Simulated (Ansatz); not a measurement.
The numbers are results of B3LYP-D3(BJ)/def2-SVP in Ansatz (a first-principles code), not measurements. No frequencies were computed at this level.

Ansatz 0.2 input:
```yaml
crystal:
  periodic: [false, false, false]
  atoms:
    - { symbol: C, position_ang: [-0.442602, -1.278885, 2.550778] }
    - { symbol: C, position_ang: [-0.893999, -0.10247, 1.69187] }
    - { symbol: Si, position_ang: [0.000001, 0.0, 0.000001] }
    - { symbol: C, position_ang: [1.892248, 0.170973, 0.249651] }
    - { symbol: C, position_ang: [2.293572, 1.405903, 1.049225] }
    - { symbol: C, position_ang: [-0.302199, -1.595844, -1.016913] }
    - { symbol: C, position_ang: [-1.775442, -1.870206, -1.299245] }
    - { symbol: C, position_ang: [-0.696049, 1.527342, -0.924605] }
    - { symbol: C, position_ang: [-0.075531, 1.743187, -2.30076] }
    - { symbol: H, position_ang: [-0.629283, -2.220312, 2.040364] }
    - { symbol: H, position_ang: [0.621625, -1.213204, 2.762353] }
    - { symbol: H, position_ang: [-0.976873, -1.295505, 3.49963] }
    - { symbol: H, position_ang: [-1.97088, -0.174941, 1.533252] }
    - { symbol: H, position_ang: [-0.732535, 0.822054, 2.24799] }
    - { symbol: H, position_ang: [2.276595, -0.716097, 0.755092] }
    - { symbol: H, position_ang: [2.388296, 0.203584, -0.72141] }
    - { symbol: H, position_ang: [3.375124, 1.460078, 1.164791] }
    - { symbol: H, position_ang: [1.847726, 1.382657, 2.040353] }
    - { symbol: H, position_ang: [1.960561, 2.311668, 0.548873] }
    - { symbol: H, position_ang: [0.120667, -2.451915, -0.489265] }
    - { symbol: H, position_ang: [0.232346, -1.532209, -1.965753] }
    - { symbol: H, position_ang: [-1.896975, -2.784671, -1.878059] }
    - { symbol: H, position_ang: [-2.216951, -1.051781, -1.862189] }
    - { symbol: H, position_ang: [-2.329762, -1.980816, -0.370723] }
    - { symbol: H, position_ang: [-0.538081, 2.423271, -0.322573] }
    - { symbol: H, position_ang: [-1.776401, 1.426252, -1.03732] }
    - { symbol: H, position_ang: [-0.252404, 0.882327, -2.94052] }
    - { symbol: H, position_ang: [0.99848, 1.88946, -2.218522] }
    - { symbol: H, position_ang: [-0.501277, 2.620098, -2.786363] }
basis:
  gaussian: { orbitals: def2-svp }
hamiltonian:
  xc: b3lyp
  dispersion: d3bj
relax:
  max_steps: 150
```

Output:

```
Functional definition: B3LYP
2599 factors; integrals over basis functions are off by at most 2.9e-4 eV
mean field evaluation 1: about -16469.6683 eV, gradient 9.7e1 eV
mean field evaluation 2: about -16458.6179 eV, gradient 1.1e2 eV
mean field evaluation 4: about -16493.3331 eV, gradient 1.8e0 eV
mean field evaluation 8: about -16493.3759 eV, gradient 9.7e-2 eV
mean field evaluation 16: about -16493.3760 eV, gradient 1.3e-5 eV
mean field -16493.37595369 eV, -606.1203866863 hartree, gradient 1.3e-5 eV, S^2 0.000000; 0 other end points of the search recorded, 0 dependent functions left out
reference -16493.37627474 eV, -606.1203984848 hartree; 41, 41 occupied and 189, 189 virtual orbitals, 2599 factors
relax step   1: F+E_penalty+E_count = -16494.71083429 eV  Δ(F+E_penalty+E_count) = +0.000e0 eV  max|allowed force component| = 6.137e-1 eV/Å  Δτ_max = 0.0000 Å  (27 SCF iters, accepted)
these checks for a lower state are left out or cut short: starts, cluster_reference, orbital_swaps, neighbouring_geometries, increment
2599 factors; integrals over basis functions are off by at most 2.9e-4 eV
mean field -16493.50322053 eV, -606.1250636564 hartree, gradient 6.1e-5 eV, S^2 0.000000; 0 other end points of the search recorded, 0 dependent functions left out
reference -16493.50354370 eV, -606.1250755327 hartree; 41, 41 occupied and 189, 189 virtual orbitals, 2599 factors
relax step   2: F+E_penalty+E_count = -16494.83390171 eV  Δ(F+E_penalty+E_count) = -1.231e-1 eV  max|allowed force component| = 2.277e-1 eV/Å  Δτ_max = 0.0577 Å  (25 SCF iters, accepted)
these checks for a lower state are left out or cut short: starts, cluster_reference, orbital_swaps, neighbouring_geometries, increment
2599 factors; integrals over basis functions are off by at most 2.9e-4 eV
mean field -16493.50742975 eV, -606.1252183424 hartree, gradient 7.2e-5 eV, S^2 0.000000; 0 other end points of the search recorded, 0 dependent functions left out
reference -16493.50775236 eV, -606.1252301981 hartree; 41, 41 occupied and 189, 189 virtual orbitals, 2599 factors
relax step   3: F+E_penalty+E_count = -16494.84439606 eV  Δ(F+E_penalty+E_count) = -1.049e-2 eV  max|allowed force component| = 6.143e-2 eV/Å  Δτ_max = 0.0194 Å  (25 SCF iters, accepted)
these checks for a lower state are left out or cut short: starts, cluster_reference, orbital_swaps, neighbouring_geometries, increment
2599 factors; integrals over basis functions are off by at most 2.9e-4 eV
mean field evaluation 32: about -16493.5087 eV, gradient 3.3e-4 eV
mean field -16493.50871328 eV, -606.1252655112 hartree, gradient 1.6e-5 eV, S^2 0.000000; 0 other end points of the search recorded, 0 dependent functions left out
reference -16493.50903594 eV, -606.1252773687 hartree; 41, 41 occupied and 189, 189 virtual orbitals, 2599 factors
relax step   4: F+E_penalty+E_count = -16494.84500421 eV  Δ(F+E_penalty+E_count) = -6.082e-4 eV  max|allowed force component| = 1.309e-2 eV/Å  Δτ_max = 0.0041 Å  (22 SCF iters, accepted)
these checks for a lower state are left out or cut short: starts, cluster_reference, orbital_swaps, neighbouring_geometries, increment
2599 factors; integrals over basis functions are off by at most 2.9e-4 eV
mean field -16493.50872678 eV, -606.1252660076 hartree, gradient 6.6e-5 eV, S^2 0.000000; 0 other end points of the search recorded, 0 dependent functions left out
reference -16493.50904941 eV, -606.1252778637 hartree; 41, 41 occupied and 189, 189 virtual orbitals, 2599 factors
relax step   5: F+E_penalty+E_count = -16494.84505917 eV  Δ(F+E_penalty+E_count) = -5.496e-5 eV  max|allowed force component| = 5.517e-3 eV/Å  Δτ_max = 0.0030 Å  (20 SCF iters, accepted)
2599 factors; integrals over basis functions are off by at most 2.9e-4 eV
mean field -16493.50872678 eV, -606.1252660076 hartree, gradient 6.6e-5 eV, S^2 0.000000; 1 other end points of the search recorded, 0 dependent functions left out
reference -16493.50904941 eV, -606.1252778637 hartree; 41, 41 occupied and 189, 189 virtual orbitals, 2599 factors
Total energy: -16494.84538179 eV, -606.1743871730 hartree
Atom 0 at    -0.430138    -1.295435     2.552289 Å, force    -0.001094     0.003663    -0.003213 eV/Å
Atom 1 at    -0.875789    -0.115500     1.678502 Å, force     0.000782    -0.004125     0.004400 eV/Å
Atom 2 at     0.000001    -0.000000     0.000000 Å, force    -0.000000     0.000000     0.000000 eV/Å
Atom 3 at     1.870410     0.183754     0.255963 Å, force     0.003002     0.004385     0.002958 eV/Å
Atom 4 at     2.287068     1.422862     1.059306 Å, force    -0.001869    -0.003867    -0.002549 eV/Å
Atom 5 at    -0.316058    -1.576637    -1.006000 Å, force    -0.005316    -0.002312    -0.001842 eV/Å
Atom 6 at    -1.795036    -1.863780    -1.296731 Å, force     0.004645     0.001378     0.001209 eV/Å
Atom 7 at    -0.678562     1.508384    -0.928462 Å, force     0.001532     0.002052    -0.005517 eV/Å
Atom 8 at    -0.061895     1.736352    -2.314864 Å, force    -0.001682    -0.001175     0.004553 eV/Å
Atom 9 at    -0.611100    -2.260577     2.051012 Å, force     0.000338    -0.000053     0.000672 eV/Å
Atom 10 at     0.647986    -1.246883     2.777714 Å, force    -0.000352    -0.000608     0.000274 eV/Å
Atom 11 at    -0.963708    -1.324086     3.516718 Å, force    -0.000183     0.000527    -0.000418 eV/Å
Atom 12 at    -1.964006    -0.168011     1.494822 Å, force    -0.000441     0.000881    -0.000489 eV/Å
Atom 13 at    -0.715840     0.836897     2.215225 Å, force    -0.000427     0.000893    -0.000481 eV/Å
Atom 14 at     2.240679    -0.732259     0.750470 Å, force    -0.000117    -0.000930    -0.000577 eV/Å
Atom 15 at     2.353267     0.194723    -0.737739 Å, force    -0.000115    -0.000919    -0.000593 eV/Å
Atom 16 at     3.380523     1.489933     1.183809 Å, force    -0.000218    -0.000554    -0.000362 eV/Å
Atom 17 at     1.843894     1.417880     2.068808 Å, force     0.000410     0.000612    -0.000161 eV/Å
Atom 18 at     1.957470     2.352969     0.567582 Å, force     0.000348     0.000100     0.000662 eV/Å
Atom 19 at     0.136827    -2.426145    -0.463832 Å, force     0.001093     0.000044     0.000122 eV/Å
Atom 20 at     0.249395    -1.499142    -1.952030 Å, force     0.001094     0.000054     0.000105 eV/Å
Atom 21 at    -1.932369    -2.787650    -1.882603 Å, force     0.000663     0.000155     0.000147 eV/Å
Atom 22 at    -2.261383    -1.043758    -1.867354 Å, force    -0.000470    -0.000559     0.000190 eV/Å
Atom 23 at    -2.374934    -1.978870    -0.366141 Å, force    -0.000408    -0.000046    -0.000633 eV/Å
Atom 24 at    -0.526088     2.399433    -0.293248 Å, force    -0.000536    -0.000006     0.000961 eV/Å
Atom 25 at    -1.774230     1.394504    -1.013661 Å, force    -0.000550    -0.000017     0.000953 eV/Å
Atom 26 at    -0.230498     0.872757    -2.979170 Å, force     0.000412     0.000555    -0.000303 eV/Å
Atom 27 at     1.028560     1.886479    -2.252457 Å, force    -0.000278    -0.000001    -0.000701 eV/Å
Atom 28 at    -0.484447     2.621802    -2.817925 Å, force    -0.000263    -0.000128     0.000633 eV/Å
Dipole moment:     0.000000     0.000000     0.000000 e Å
```

Cost: roughly 3 core-minutes.
